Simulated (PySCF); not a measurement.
Compound: C₅H₉OS (doublet state).
Z-matrix (Å and degrees, GFN2-xTB geometry), rows numbered from 1:
```
C 
O   1  1.4055
C   2  1.3552  1  116.03
C   3  1.3751  2  121.60  1   179.73
C   4  1.3787  3  125.03  2     0.42
C   5  1.4612  4  123.02  3  -177.20
S   6  1.8817  5  111.00  4    92.28
H   1  1.0953  2  111.25  3   -62.11
H   1  1.0885  2  106.56  3   178.76
H   1  1.0954  2  111.28  3    59.58
H   3  1.0819  2  117.12  1    -0.52
H   4  1.0811  3  116.32  2   179.86
H   5  1.0792  4  118.81  3    -2.71
H   6  1.0883  5  112.91  4   -22.70
H   6  1.0885  5  113.45  4  -149.52
H   7  1.3304  6   95.35  5    55.60
```

The hyperfine couplings belong to this conformer and change with its torsions.

Identity: `CO/C=C\[CH]CS` [radical].

Computed with UKS B3LYP, pcH-1 on C H O S, non-relativistic, mean-field spin-orbit, GIAO (PySCF 2.14.0). Geometry: GFN2-xTB, one conformer, isolated molecule. The geometry wasn't refined by DFT: couplings that depend on bond lengths, twists or pyramidal angles can differ widely from those at the functional's own minimum. The SCF solution wasn't tested for stability.

Task: Predict the first-order ENDOR lines of C5, C3, C4, C6, C1, H11, H13, H14/H15, H12 and H8/H9/H10 under fast tumbling at B = 3357.3 mT (W band).

Result: ν± = |νn ± a/2|, one line for each electron-spin manifold; νn = |g_N| × 7.62259 MHz/T × B.

```tsv
nuclei	isotope	g_N	νn (MHz)	a_iso (MHz)	lower line (MHz)	upper line (MHz)
C5	13C	1.4048	35.95	52.36	9.77	62.13
C3	13C	1.4048	35.95	48.73	11.58	60.32
C4	13C	1.4048	35.95	-43.23	14.34	57.57
C6	13C	1.4048	35.95	-18.71	26.60	45.31
C1	13C	1.4048	35.95	-3.11	34.40	37.51
H11	1H	5.5857	142.95	-38.03	123.93	161.96
H13	1H	5.5857	142.95	-37.76	124.07	161.82
H14/H15	1H	5.5857	142.95	17.20	134.34	151.55
H12	1H	5.5857	142.95	9.46	138.22	147.68
H8/H9/H10	1H	5.5857	142.95	4.76	140.57	145.32
```

The rows for 13C, of low natural abundance, apply to labelled samples.

Task: Which pairs are centred on the nuclear Larmor frequency, and which on half the coupling?

Result: Centred on νn, since |a| < 2νn: C5, C3, C4, C6, C1, H11, H13, H14/H15, H12 and H8/H9/H10. No pair has |a| > 2νn.

Task: At what field would the lower line of H13 fall to zero frequency?

Result: Where νn = |a|/2, that is B = 18.88 MHz/(5.5857 × 7.62259 MHz/T) = 443 mT, as far as first order holds there.

Couplings of abundant isotopes left out: H16 (-2.0 MHz).

Nuclei that the bonding pattern makes equivalent are averaged, as if the motion that swaps them (rotation, inversion, ring flip) were fast. The three 1H nuclei of mean +4.8 MHz run from -1.2 to 7.9 MHz in the frozen geometry. The 1H value of +17.2 MHz is a mean of couplings from 13.2 to 21.2 MHz in this one geometry, not an average over conformers.

The largest Mulliken spin populations are on C5 (+0.61), C3 (+0.53), C4 (-0.23) and S7 (+0.09). The angles at C5 add up to 359.8°, so it is planar.
